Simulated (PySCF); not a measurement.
# [MoO3]-: from structure and modes to constants

Level of theory: UB3LYP in PySCF with Mo def2-SVPD with ECP28, O def2-SVPD; scalar-relativistic core potentials, no spin–orbit coupling; density-fitted integrals.

The doublet minimum has C3v symmetry. Masses (u): Mo 97.90541, O 15.99492.

```xyz
4
charge -1 multiplicity 2, angstrom
Mo    0.0000    0.0000   -0.1043
O     1.7154    0.0000    0.2175
O    -0.8577    1.4856    0.2175
O    -0.8577   -1.4856    0.2175
```

Harmonic wavenumbers (cm⁻¹): 146.9 (a1, ×1), 307.0 (e, ×2), 907.4 (e, ×2), 927.8 (a1, ×1).

Task: Find the principal moments of inertia and the rotational constants. What kind of rotor is it?

Result: About the centre of mass I = 73.937, 73.937, 141.2 u Å². With B = 16.8576/I this gives 0.228, 0.228, 0.1194 cm⁻¹. The molecule is an oblate symmetric top.

Task: What is the harmonic zero-point energy?

Result: Half the sum of all 6 wavenumbers, 3504/2 = 1752 cm⁻¹, which is 21.0 kJ/mol (1 cm⁻¹ = 0.0119627 kJ/mol).

Task: Find the vibrational entropy and heat capacity at 298.15 K.

Result: With u = 1.43878 ω/T, each mode gives S = R[u/(eᵘ−1) − ln(1−e⁻ᵘ)] and C = R u² eᵘ/(eᵘ−1)².
```
  ω (cm⁻¹)      u  S (J/(mol K))  C (J/(mol K))
     146.9  0.709          11.35           7.97
307.0 (×2)  1.482           5.77           6.95
907.4 (×2)  4.379           0.57           2.05
     927.8  4.477           0.52           1.94
```
The sums over all modes are S = 24.5 and C = 27.9 J/(mol K); the softest mode gives 46 % of the entropy (each member, where degenerate).

Task: Give the standard entropy (298.15 K, 1 bar) by its translational, rotational, vibrational and spin parts, and Cp.

Result: Sackur–Tetrode with M = 145.89 u gives 171.0; rotation with symmetry number 3 gives 95.7; vibration 24.5; spin R ln 2 = 5.8. The total is 297.0 J/(mol K), and Cp = 4 R + 27.9 = 61.2 J/(mol K).

Only a few start shapes were tried, so a lower isomer may exist. Other spin states or occupations of the open shell can lie lower. The lowest empty level of this anion is unbound, so it and the gap depend on the basis.
